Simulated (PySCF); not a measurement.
Splitting trees

Geometry:
```
atom   x (Å)   y (Å)   z (Å)
  O1   4.203   0.126  -0.585
  C2   3.096   0.398  -0.343
  N3   1.998   0.812  -0.062
  C4   0.686   0.395   0.012
  C5  -0.328   1.283   0.385
  C6  -1.650   0.854   0.456
  C7  -1.977  -0.468   0.156
  C8  -0.978  -1.367  -0.217
  C9   0.334  -0.930  -0.285
 F10   1.303  -1.772  -0.640
 H11  -0.052   2.313   0.615
 H12  -2.431   1.559   0.747
 H13  -3.013  -0.806   0.212
 H14  -1.197  -2.409  -0.458
```

[PySCF: shielding tensors at KT2/pcSseg-1 (GIAO); structure optimised with PBE0-D3(BJ)/def2-SVP; B3LYP/pcJ-1 coupling constants (spin–dipole term only in couplings to heteroatoms); relativity neglected; isolated molecule; one computed conformer]

References, each an isolated molecule treated in the same way: TMS for $^{13}$C.

Spectrometer: 800 MHz for $^{1}$H. First-order analysis; couplings under 1 Hz (under 4 Hz in carbon signals) are ignored, and nearly equal couplings are merged; the smaller ones broaden or split the lines further.

(1) What pattern does C6 show in the proton-coupled $^{13}$C spectrum?

(2) What pattern does C5 show in the proton-coupled $^{13}$C spectrum?

Answers

(1) A doublet of doublets at δ 119.0: 170.6 Hz to H12 (1 × $^{1}$H, 1 bond away), 9.1 Hz to H14 (1 × $^{1}$H, 3 bonds away). Lines in Hz from the centre (relative intensity): +89.8 (1), +80.8 (1), -80.8 (1), -89.8 (1). The outer lines are 179.7 Hz apart, the sum of the couplings kept, or 0.893 ppm at this field.

(2) A doublet of doublets at δ 119.8: 171.7 Hz to H11 (1 × $^{1}$H, 1 bond away), 9.3 Hz to H13 (1 × $^{1}$H, 3 bonds away). Lines in Hz from the centre (relative intensity): +90.5 (1), +81.2 (1), -81.2 (1), -90.5 (1). The outer lines are 181.0 Hz apart, the sum of the couplings kept, or 0.900 ppm at this field.

Unscaled 3J(H,H) at this level run about 10 % above measured values.
